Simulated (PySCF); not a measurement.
Species: [W(Cl)3(F)3] (charge 0, multiplicity 1).

### Question
What HOMO–LUMO gap, LUMO, dipole moment, HOMO and charge on the central atom (Mulliken) does PySCF 2.14.0 with PBE-D3(BJ)/def2-TZVP // r2SCAN-D4/def2-SVP give?

### Answer

```
Quantity                                 Result
-------------------------------------  --------
HOMO–LUMO gap                           2.93 eV
LUMO                                   -5.50 eV
dipole moment                            1.31 D
HOMO                                   -8.43 eV
charge on the central atom (Mulliken)    1.22 e
```
